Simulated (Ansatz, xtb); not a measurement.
Two isomers of C5H5NO

Structure a is `C=CC(=O)CC#N`, a singlet and structure b is `CC(=C=O)CC#N`, a singlet. Both are isolated molecules in the gas phase, relaxed with PBE0-D3(BJ)/def2-SVP; the shapes shown needn't be the lowest conformers.

a (Å):

```xyz
12

C     0.9898   -1.4093   -2.9183
C     0.9596   -0.5130   -1.9268
C     0.2957    0.7978   -2.1311
C     0.3306    1.8204   -0.9848
C     0.5408    1.2857    0.3498
N     0.7099    0.8397    1.4042
O    -0.2384    1.1179   -3.1650
H     1.4725   -2.3819   -2.7992
H     0.5191   -1.1722   -3.8775
H     1.4129   -0.7204   -0.9537
H     1.1415    2.5330   -1.2164
H    -0.6082    2.3926   -1.0248
```

b (Å):

```json
{"atom": "C", "x (Å)": "-0.8406", "y (Å)": "-0.4038", "z (Å)": "-1.0160"}
{"atom": "C", "x (Å)": "0.1470", "y (Å)": "0.5901", "z (Å)": "-0.4681"}
{"atom": "C", "x (Å)": "0.1572", "y (Å)": "0.9173", "z (Å)": "0.8110"}
{"atom": "C", "x (Å)": "1.1716", "y (Å)": "1.2080", "z (Å)": "-1.3919"}
{"atom": "C", "x (Å)": "2.0650", "y (Å)": "0.2027", "z (Å)": "-1.9703"}
{"atom": "N", "x (Å)": "2.7477", "y (Å)": "-0.6117", "z (Å)": "-2.4280"}
{"atom": "O", "x (Å)": "0.1556", "y (Å)": "1.2112", "z (Å)": "1.9361"}
{"atom": "H", "x (Å)": "-1.4615", "y (Å)": "0.0564", "z (Å)": "-1.8028"}
{"atom": "H", "x (Å)": "-1.5138", "y (Å)": "-0.7850", "z (Å)": "-0.2364"}
{"atom": "H", "x (Å)": "-0.3153", "y (Å)": "-1.2659", "z (Å)": "-1.4596"}
{"atom": "H", "x (Å)": "0.6673", "y (Å)": "1.7312", "z (Å)": "-2.2242"}
{"atom": "H", "x (Å)": "1.7852", "y (Å)": "1.9621", "z (Å)": "-0.8757"}
```

Quicker runs give these differences E(b) − E(a): GFN2-xTB −0.259 eV; HF/STO-3G −0.048 eV (at GFN2-xTB geometries); r2SCAN-D4/def2-SVP +0.064 eV (at GFN2-xTB geometries).

Problem. Estimate E(b) − E(a) at the level CCSD(T)/def2-SVP + ΔMP2/def2-TZVPP.

Solution. Calculated at CCSD(T)/def2-SVP + ΔMP2/def2-TZVPP: E(b) − E(a) = +0.152 eV, so structure a lies lower.

The same difference at several levels:

```tsv
level	geometry	E(b) − E(a) (eV)	departure from the last row (eV)	job, with rough time for the two
GFN2-xTB	GFN2-xTB	−0.259	−0.411	optimisation, 0.22 s
HF/STO-3G	GFN2-xTB	−0.048	−0.200	single point, 0.7 s
r2SCAN-D4/def2-SVP	GFN2-xTB	+0.064	−0.088	single point, 4.4 s
PBE0-D3(BJ)/def2-SVP	PBE0-D3(BJ)/def2-SVP	+0.055	−0.097	optimisation, 1.7 min
HF/def2-SVP	PBE0-D3(BJ)/def2-SVP	+0.217	+0.065	part of the CCSD(T) run
MP2/def2-SVP	PBE0-D3(BJ)/def2-SVP	−0.013	−0.165	part of the CCSD(T) run
CCSD(T)/def2-SVP	PBE0-D3(BJ)/def2-SVP	+0.116	−0.036	single point
CCSD(T)/def2-SVP + ΔMP2/def2-TZVPP	PBE0-D3(BJ)/def2-SVP	+0.152		single point, 68 s
```

As drawn, both hold the same kinds of bond in the same numbers. Structure a has 0 methyl groups, b 1.

GFN2-xTB, HF/STO-3G put the two in the other order. MP2/def2-SVP finds them nearly level. The largest departure from CCSD(T)/def2-SVP + ΔMP2/def2-TZVPP is that of GFN2-xTB, 0.411 eV. The last row adds to CCSD(T) the change of the MP2 difference between the two basis sets, here +0.036 eV.

With thermal terms from frequencies at re-optimised GFN2-xTB minima (ideal gas, soft modes damped towards free rotors, one conformer each, 298.15 K, 1 atm): the zero-point term adds +0.021 eV; ΔH is +0.185 and ΔG +0.164 eV.

The correlated steps freeze 7 core orbitals. Run with Ansatz 0.2.0, xtb 6.7.1; the last row on 2 threads of Intel(R) Xeon(R) Processor @ 2.70GHz on a shared host.
